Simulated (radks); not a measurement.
All-electron atom: P II in [Ne] 3s2 3p2 (the NIST ground configuration).

All-electron calculation, scalar-relativistic Kohn-Sham, r2SCAN, spin-polarised, spherical densities, finite nucleus; open shells are filled with parallel spins first; meta-GGA in the generalised Kohn-Sham scheme; Fermi nuclear charge, rms radius 3.1889 fm. Program: a radial shooting solver on a logarithmic mesh with Libxc functionals.

Energy parts (eV):
| part | energy |
|---|---|
| total | -9298.360 |
| kinetic | 9328.571 |
| electron-nucleus | -22035.989 |
| Hartree | 4032.151 |
| exchange-correlation | -623.094 |

Orbitals (lengths in bohr, moments of r in powers of bohr):
orbital,occ.,eigenvalue (eV),<r^2>
1s up,1,-2107.334,0.01445
1s down,1,-2106.994,0.01445
2s up,1,-188.9872,0.3190
2s down,1,-188.7693,0.3189
2p up,3,-137.5977,0.2940
2p down,3,-137.1839,0.2937
3s up,1,-24.9409,3.848
3s down,1,-21.9679,3.891
3p up,2,-15.3205,5.192
3p down,0,-12.4969,5.308

The highest occupied level is 3p up at -15.320 eV. Summed over all electrons, <r^2> = 20.55 bohr^2, which gives a Langevin (diamagnetic) susceptibility term of -16.3 x 10^-6 cm^3/mol.
